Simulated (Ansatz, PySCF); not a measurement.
C4H3F, SMILES C(=C/C#C)/F.

Geometry: B3LYP-D3(BJ)/def2-SVP. The structure was generated by enumeration; whether it is a known compound was not checked.

Vertical ionisation energy (IE) and electron affinity (EA) in eV. Rows of orbital energies are one-electron estimates. Where ΔSCF, EOM or ADC give a negative EA the extra electron is unbound and the value depends on the basis.

```tsv
level	IE	EA
−ε(HOMO), −ε(LUMO), CAM-B3LYP/def2-TZVP (PySCF)	8.37	-0.15
−ε(HOMO), −ε(LUMO), PBE/def2-TZVP (PySCF)	6.00	1.87
ΔSCF, CAM-B3LYP/def2-SVPD (Ansatz), final states of multiplicity 2 and 2	9.43	-0.94
ΔSCF, PBE/def2-SVPD (Ansatz), final states of multiplicity 2 and 2	9.24	-0.99
```

Task: What vertical singlet–triplet gap does ΔSCF give with CAM-B3LYP/def2-SVPD (Ansatz, a first-principles code) and with PBE/def2-SVPD (Ansatz)? (The exact figures need the calculation; the answer reports its results.)

Result: 3.49 and 3.43 eV (triplet above singlet where positive).
